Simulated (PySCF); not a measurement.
Radial density of Ta⁻ (tantalum, charge -1)

B97-3, [Xe] 4f14 5d4 6s2, high-spin 5D determinant. All numbers are calculated (PySCF 2.14, scalar relativity by spin-free X2C-1e, in x2c-TZVPPall with one added diffuse shell each of s, p, d, f type (12s8p8d4f1g, 113 functions)).

```tsv
r (bohr)	4πr²ρ (e/bohr)	4πr²(ρα − ρβ)
0.0139	100.6	-0.0009
0.0234	87.47	-0.0022
0.0394	112.7	0.0045
0.0663	129.4	0.0548
0.112	103.2	0.1274
0.188	113.3	0.0008
0.316	61.28	0.1259
0.531	62.40	0.0575
0.893	20.34	0.4044
1.50	8.025	1.7767
2.53	1.996	1.2388
4.25	0.7373	0.3320
7.15	0.1188	0.0098
12.0	0.008963	-0.0003
20.2	4.213e-05	0.0000
```

Densities and radii are taken from the X2C orbitals without a picture-change correction, which distorts them close to the nucleus.

Spin-orbit coupling, absent here, splits the open shell strongly. At B97-3 the highest occupied level has a positive energy, so only the finite basis holds that electron; in a semilocal or global hybrid functional this comes from self-interaction and does not mean that the real anion is unbound.

(1) Where is the radial spin density 4πr²(ρα − ρβ) most negative, and why is it negative at all?

## Answers

(1) Around r = 0.0234 bohr, down to -0.0022 e/bohr: exchange with the open shell polarises the paired shells in an unrestricted calculation.
